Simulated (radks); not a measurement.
Dynamic dipole polarisability and lines of neutral beryllium, [He] 2s2. Code: a radial shooting solver on a logarithmic mesh with Libxc functionals. Model: non-relativistic Kohn-Sham, LB94 model potential, spin-polarised, spherical densities, point nucleus. Time-dependent linear response with the Hartree and adiabatic LDA kernel, continuum included through the Sternheimer equations. Lines are the poles of the dipole polarisability below minus the highest occupied eigenvalue, found on a grid refined at the orbital gaps; the lowest seven at most are given, and weak or close lines can be missed. The first line takes the name of the lowest orbital gap if no other gap lies below it; otherwise a line is named after a gap within 0.6 % of it, if that gap stands alone.

| photon energy (eV) | alpha (bohr^3) |
|---|---|
| 0 | 42.88 |
| 0.429 | 43.22 |
| 1.002 | 44.81 |
| 1.575 | 47.99 |
| 2.147 | 53.50 |
| 2.720 | 63.04 |
| 3.293 | 81.06 |
| 3.865 | 123.6 |
| 4.438 | 323.9 |
| 5.011 | -367.7 |
| 5.583 | -106.3 |
| 6.156 | -58.52 |
| 6.729 | -38.48 |
| 7.301 | -27.26 |
| 7.874 | -25.83 |

Lines (eV, oscillator strength): 4.753 (260.9 nm, 2s-2p), f = 1.26; 7.850 (157.9 nm, 2s-4p), f = 0.00298; 8.178 (151.6 nm, 2s-5p), f = 0.00242. Higher lines, where found, are left out when the end of the mesh affects them. Those listed give 96 % of the static polarisability (sum of f/w^2). Orbital energy gaps for comparison: 2s-2p 3.307 eV; 2s-3p 7.016 eV; 2s-4p 7.848 eV; 2s-5p 8.178 eV. At laser wavelengths: 1550 nm 44.09, 1064 nm 45.53, 780 nm 48.10, 532 nm 55.99, 355 nm 91.41, 193 nm -47.44 bohr^3. Measured terms reached by dipole lines (averaged over J; NIST Handbook of Basic Atomic Spectroscopic Data, eV): 2s-2p 5.277; 2s-3p 7.462; those above the model threshold have no computed partner.
